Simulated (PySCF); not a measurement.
## Vibration and rotation of HBr⁻

UHF-CCSD(T) constants of HBr⁻, ²Σ⁺ (doublet), unpaired electrons σ ↑ (basis H aug-cc-pVDZ-DK, Br aug-cc-pVDZ-DK; spin-free X2C with a Gaussian nucleus; PySCF 2.14; masses 1.0078 and 78.9183 u):

| Quantity | Value |
| --- | --- |
| ωe | 421.8 cm⁻¹ |
| ωexe | 33.0 cm⁻¹ |
| Be | 3.2168 cm⁻¹ |
| αe | 0.209 cm⁻¹ |
| D (centrifugal) | 0.000748 cm⁻¹ |
| De to H + Br⁻ | 0.167 eV |

(1) Give the vibrational terms G(v) and spacings up to v = 2.

(2) How well does the Morse estimate ωe²/(4ωexe) reproduce De, and what is D0?

Correlated steps freeze 9 core orbitals. The bond is weak. Basis-set superposition, not corrected here, can be much of De in a small basis, most of all at correlated wavefunction levels. Spin–orbit coupling is left out. For an ion De counts to the pair picked by the measured ionisation energies or electron affinities, which need not be the lowest pair at this level. The state is the lowest determinant that a PBE0 search found; another state may lie lower at other levels.

Results:

(1) G(v) = ωe(v+½) − ωexe(v+½)².

```json
{"v": "0", "G(v) (cm⁻¹)": "203", "G(v) − G(v−1)": "", "Bv (cm⁻¹)": "3.112"}
{"v": "1", "G(v) (cm⁻¹)": "558", "G(v) − G(v−1)": "356", "Bv (cm⁻¹)": "2.903"}
{"v": "2", "G(v) (cm⁻¹)": "848", "G(v) − G(v−1)": "290", "Bv (cm⁻¹)": "2.694"}
```

(2) It gives 0.167 eV, 100 % of the computed De. D0 = De − G(0) = 0.167 − 0.025 = 0.142 eV.
